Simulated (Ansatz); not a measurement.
Consider the ligand exchange at the In–C bond: `O=C[SiH2][CH2][InH2]` + `CCNC` → `CC[N](C)[InH2]` + `C[SiH2]C=O`.

Isolated molecules relaxed with PBE0-D4/def2-TZVP in Ansatz; ΔE leaves out vibrations. CBS: MP2 limit from def2 TZ/QZ plus the TZ coupled-cluster correction, frozen cores. def2 core potentials past Kr. For In outer-core shells are correlated without core-valence functions, which leaves a few kJ/mol of doubt a bond. Each species was taken in one conformer, which may not be the lowest.

```
               species  HF/def2-TZVPP energy (Eh)
`O=C[SiH2][CH2][InH2]`                 -632.84220
                `CCNC`                 -173.34870
      `CC[N](C)[InH2]`                 -363.11145
          `C[SiH2]C=O`                 -443.08313
```

(1) Work out ΔE.

Largest T1 diagnostic among the species: 0.016.

Results:

(1) ΔE = (-363.11145) + (-443.08313) − (-632.84220) − (-173.34870) = -0.00368 Eh = -2.3 kcal/mol. CCSD(T)/CBS gives -7.6 kcal/mol.

The D4 term adds −1.5 kcal/mol with B3LYP and −0.8 kcal/mol with PBE0; it sums over pairs of atoms, weighted by their polarisabilities, and B3LYP, whose exchange is more repulsive, gets the larger term. From PBE to PBE0 (25 % exact exchange), in def2-TZVPP and without D4, ΔE moves by +1.5 kcal/mol.

B3LYP here is the variant with VWN-RPA as its local correlation; programs differ in this.
